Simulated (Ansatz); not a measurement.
Cost and result for the atomization energy of C$_{5}$H$_{8}$AlN (`[AlH3-][n+]1ccccc1`) (15 atoms, 15 bonds).

| atom | x (Å) | y (Å) | z (Å) |
| --- | --- | --- | --- |
| Al1 | -1.8315 | -0.5759 | 1.7354 |
| N2 | -0.4157 | -0.1083 | 0.3557 |
| C3 | 0.2980 | 1.0125 | 0.4753 |
| C4 | 1.3039 | 1.3409 | -0.4123 |
| C5 | 1.5746 | 0.4770 | -1.4610 |
| C6 | 0.8291 | -0.6842 | -1.5849 |
| C7 | -0.1598 | -0.9402 | -0.6554 |
| H8 | -2.8295 | -1.4273 | 0.8098 |
| H9 | -2.2670 | 0.9053 | 2.1763 |
| H10 | -0.9715 | -1.4093 | 2.8030 |
| H11 | 0.0330 | 1.6521 | 1.3096 |
| H12 | 1.8590 | 2.2604 | -0.2800 |
| H13 | 2.3556 | 0.7079 | -2.1760 |
| H14 | 1.0043 | -1.3848 | -2.3908 |
| H15 | -0.7825 | -1.8263 | -0.7048 |

The species carries charge 0 and has multiplicity 1. All single points use the PBE0-D4/def2-TZVP geometry. Program: Ansatz. All runs use 8 threads of an Arm Neoverse V1 on a shared host. Times are those of one run each, without the atoms' runs, and a repeat can differ threefold. Electronic energies, without spin–orbit coupling; frozen cores. CCSD(T)/CBS adds CCSD(T) − MP2 in def2-TZVPP to the MP2 limit, and its time is that of the two runs behind it. T1 = 0.012; the RHF reference is unstable towards UHF. B3LYP takes the VWN-RPA correlation (the form of Gaussian; ORCA's B3LYP/G). HSE06 is the plane-wave form, built on full-range PBE exchange.

CCSD(T)/CBS is a level of theory with its own doubt, some kJ/mol a heavy atom from the limit and from the frozen cores, so smaller differences don't rank the functionals.

| level | functions | wall time |
| --- | --- | --- |
| LDA (SPW92)/def2-TZVPP | 340 | 1.9 s |
| BLYP-D4/def2-TZVPP | 340 | 2.8 s |
| PBE0-D4/def2-TZVPP | 340 | 3.9 s |
| HSE06-D4/def2-TZVPP | 340 | 4.1 s |
| BHLYP-D4/def2-TZVPP | 340 | 4.3 s |
| B3LYP-D4/def2-TZVPP (with forces) | 340 | 6.5 s |
| B2PLYP/def2-TZVPP | 340 | 9 s |
| ωB97X-V/def2-TZVPP | 340 | 9.5 s |
| B97M-V/def2-TZVPP | 340 | 12 s |
| CCSD(T)/def2-SVP | 142 | 15 s |
| MP2/def2-QZVPP | 652 | 43 s |
| CCSD(T)/def2-TZVPP | 340 | 8.3 min |
| CCSD(T)/CBS(def2) | – | 9 min |

Q: What atomization energy does each give, and how far from CCSD(T)/CBS? (An estimate is asked.)

A: The calculation gave: 
| level | atomization (kJ/mol) | difference from CCSD(T)/CBS | per bond |
| --- | --- | --- | --- |
| LDA (SPW92)/def2-TZVPP | 7132.8 | 935.1 | 62.3 |
| BLYP-D4/def2-TZVPP | 6239.8 | 42.1 | 2.8 |
| PBE0-D4/def2-TZVPP | 6277.2 | 79.5 | 5.3 |
| HSE06-D4/def2-TZVPP | 6281.5 | 83.8 | 5.6 |
| BHLYP-D4/def2-TZVPP | 6052.0 | -145.7 | -9.7 |
| B3LYP-D4/def2-TZVPP (with forces) | 6239.1 | 41.4 | 2.8 |
| B2PLYP/def2-TZVPP | 6165.8 | -31.9 | -2.1 |
| ωB97X-V/def2-TZVPP | 6227.0 | 29.3 | 2.0 |
| B97M-V/def2-TZVPP | 6276.3 | 78.6 | 5.2 |
| CCSD(T)/def2-SVP | 5956.8 | -240.9 | -16.1 |
| MP2/def2-QZVPP | 6267.1 | 69.4 | 4.6 |
| CCSD(T)/def2-TZVPP | 6045.4 | -152.3 | -10.2 |
| CCSD(T)/CBS(def2) | 6197.7 | 0.0 | 0.0 |

The D4 term adds +63.2 kJ/mol with B3LYP and +33.4 kJ/mol with PBE0; it sums over pairs of atoms, weighted by their polarisabilities, and B3LYP, whose exchange is more repulsive, gets the larger term. From BLYP to BHLYP (50 % exact exchange), in def2-TZVPP and without D4, the atomization energy moves by −147.2 kJ/mol: exact exchange takes away binding that semilocal exchange gives to molecules. Leaving LDA and LC-ωPBE aside and taking each functional with its dispersion term where it has one, the values, not all of them listed here, spread over 343.2 kJ/mol, from BHLYP-D4 to PBE-D4. LDA lies +777.1 kJ/mol from PBE without D4, its usual overbinding.
